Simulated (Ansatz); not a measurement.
Cl₂FH₃MoO₃ (`[OH][Mo]([OH])([OH])([F])([Cl])[Cl]`), relaxed with RKS PBE0-D4/def2-TZVP in Ansatz 0.2.0 from a GFN2-xTB geometry. The force threshold is 0.005 eV/Å; the program also tests the step.

The species carries charge 0 and has multiplicity 1. Mo: def2 effective core potential.

Start:

```xyz
10

O     0.275    0.292    1.586
Mo   -0.250   -0.149   -0.054
O     0.041    1.478   -0.708
O     1.306   -0.776   -0.536
F    -1.905    0.412    0.406
Cl   -1.120   -0.731   -2.045
Cl   -0.836   -2.170    0.739
H     0.377    0.482    2.520
H    -0.011    2.355   -1.089
H     2.123   -1.193   -0.818
```

| step | energy (eV) | largest force (eV/Å) | largest move (Å) |
| --- | --- | --- | --- |
| 1 | -35799.4875 | 2.535 | 0.000 |
| 2 | -35799.9025 | 0.516 | 0.116 |
| 3 | -35799.9495 | 0.456 | 0.106 |
| 4 | -35800.1527 | 1.056 | 0.168 |
| 5 | -35800.2560 | 0.873 | 0.146 |
| 6 | -35800.3035 | 0.345 | 0.094 |
| 7 | -35800.3109 | 0.360 | 0.055 |
| 8 | -35800.3195 | 0.168 | 0.056 |
| 9 | -35800.3344 | 0.127 | 0.073 |
| 10 | -35800.3827 | 0.364 | 0.200 |
| 11 (rejected) | -35800.3258 | 1.895 | 0.193 |
| 12 | -35800.4204 | 0.360 | 0.096 |
| 13 | -35800.4428 | 0.346 | 0.098 |
| 14 | -35800.4526 | 0.262 | 0.066 |
| 15 | -35800.4570 | 0.026 | 0.037 |
| 16 | -35800.4572 | 0.017 | 0.014 |
| 17 | -35800.4573 | 0.016 | 0.006 |
| 18 | -35800.4573 | 0.008 | 0.003 |
| 19 | -35800.4573 | 0.007 | 0.004 |
| 20 | -35800.4573 | 0.003 | 0.002 |

End:

```xyz
10

O     0.374    0.468    1.684
Mo   -0.120   -0.036   -0.020
O     0.273    1.622   -0.751
O     1.544   -0.684   -0.451
F    -1.856    0.648   -0.065
Cl   -0.794   -1.211   -1.917
Cl   -1.011   -1.864    1.171
H     0.228   -0.112    2.442
H    -0.425    2.286   -0.816
H     1.787   -1.117   -1.276
```

Run time 2.1 min (4 threads of an Arm Neoverse V2 on a shared host); peak host memory 1 GiB.
